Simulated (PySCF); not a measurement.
Species: C4H6F2OSe.
Numbering: `[F:1][CH:2]([F:3])[O:4][C@H:5]1[CH2:6][CH2:7][Se:8]1` (hydrogens: H9 on C2; H10 on C5; H11, H12 on C6; H13, H14 on C7)

Cartesian coordinates in Å at the PBE0-D3(BJ)/def2-SVP level; atoms count from 1:
```
atom  x, y, z in Å
F1    -2.7301   -2.1179    0.0139
C2    -2.1289   -0.9888    0.3745
F3    -2.8493    0.0449   -0.1069
O4    -0.8848   -0.9965   -0.1681
C5    -0.0302    0.0042    0.2816
C6     1.3887   -0.1586   -0.2453
C7     1.7227    1.3079   -0.5371
Se8   -0.1846    1.8166   -0.5380
H9    -2.1125   -0.9058    1.4794
H10   -0.0975    0.0979    1.3803
H11    1.3266   -0.7351   -1.1796
H12    2.0771   -0.6817    0.4381
H13    2.2617    1.8121    0.2767
H14    2.2350    1.5003   -1.4886
```

Level: B3LYP/def2-SVPD in PySCF, non-relativistic, on one gas-phase PBE0-D3(BJ)/def2-SVP geometry that isn't relaxed in the solvent. The solvent is an IEF-PCM continuum (cavity from Bondi-type radii × 1.2). Only the electrostatic response of the medium enters. Spin–orbit coupling is left out although an atom past zinc is present.

Gas phase at B3LYP/def2-SVPD: HOMO -6.23 eV, LUMO -1.07 eV, dipole 3.31 D.

Problem. What does the continuum do to the energy, the frontier levels and the dipole at B3LYP/def2-SVPD in chloroform and acetonitrile?

Solution. 
| solvent | ε | E(solvent) − E(gas) (kJ/mol) | polarisation term (kJ/mol) | distortion of the solute (kJ/mol) | HOMO (eV) | LUMO (eV) | dipole (D) |
| --- | --- | --- | --- | --- | --- | --- | --- |
| chloroform | 4.711 | -17.97 | -21.02 | 3.05 | -6.20 | -0.95 | 4.18 |
| acetonitrile | 35.69 | -25.87 | -32.56 | 6.69 | -6.22 | -0.93 | 4.61 |

Polarisation term: ½ Σ q·V over the induced surface charges. Distortion: the rise of the solute's own energy as its density leaves the gas-phase optimum. From chloroform to acetonitrile the lowering changes by a factor 1.44, Onsager's factor (ε − 1)/(2ε + 1) by 1.35 and ε itself by 7.6.

Problem. Which radius a makes the point-dipole formula ΔE = −[(ε − 1)/(2ε + 1)]·μ²/a³ give the value in acetonitrile, with the gas-phase dipole?

Solution. μ = 1.304 au and |ΔE| = 0.00985 Eh give a = 2.31 Å; the farthest nucleus lies 3.45 Å from the centroid of the nuclei, so such a sphere wouldn't even hold the nuclei. The formula assumes a rigid point dipole at the centre of a sphere.

Problem. Give the dipole vector in the frame of the coordinates (D, pointing from negative to positive charge), gas and acetonitrile.

Solution. Gas (2.72, -0.10, 1.88), solvent (3.64, -0.38, 2.80). Its length changes by +39 % and its direction by 4°.

Problem. How does the static polarisability (B3LYP/def2-SVPD, frozen core, with the continuum's full static response) change?

Solution. 
```
      medium  isotropic (au)  principal values (au)  ⟨r²⟩ of the electrons (bohr²)
         gas            81.8       67.6, 85.0, 92.9                         1490.5
  chloroform           102.5     86.6, 108.6, 112.3                         1490.1
acetonitrile           113.0     98.5, 118.0, 122.5                         1489.9
```

The isotropic value in acetonitrile is 1.38 times the gas-phase one; no cavity-field correction is applied. ⟨r²⟩ is taken about the centre of nuclear charge.
